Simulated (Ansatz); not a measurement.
Mg3O4⁻. The state is a doublet with charge -1. Geometry PBE0-D4/def2-SVPD; atoms count from 1.

```
atom   x (Å)   y (Å)   z (Å)
 Mg1  -0.139  -0.982  -0.970
 Mg2  -0.714   1.573  -0.635
 Mg3   1.010  -1.137   1.625
  O4  -0.063   1.922   1.102
  O5  -0.964   0.371  -1.999
  O6   0.671  -2.222   0.122
  O7   0.198   0.477   0.755
```

The structure holds one bond between oxygen atoms, so isomers without such links may lie far lower. Another isomer (doublet) lies 0.49 eV lower at PBE0-D4/def2-TZVPD; other spin states weren't run for this one.

Estimate the Mulliken populations from the PBE0/def2-TZVPD orbitals of Ansatz.


| atom | charge (e) | spin (α − β) |
| --- | --- | --- |
| Mg1 | 0.59 | 0.17 |
| Mg2 | 0.85 | 0.13 |
| Mg3 | 0.62 | 0.74 |
| O4 | -0.67 | 0.01 |
| O5 | -0.97 | -0.03 |
| O6 | -1.08 | 0.02 |
| O7 | -0.35 | -0.04 |
Mulliken values depend strongly on the basis. With diffuse functions, as here, like atoms can get unlike values, and bond orders can come out too low or too high.

Where does the spin sit?

Summed by element: Mg 1.04, O -0.04, of 1 unpaired in all. Largest on single atoms: Mg3 0.74, Mg1 0.17, Mg2 0.13.

And the Mayer bond orders between heavy atoms (over 0.3)?

Mg1–O5 0.70 (1.89 Å); Mg1–O6 0.95 (1.84 Å); Mg2–O4 0.67 (1.89 Å); Mg2–O5 0.78 (1.84 Å); Mg3–O6 0.73 (1.88 Å); O4–O7 0.46 (1.51 Å).
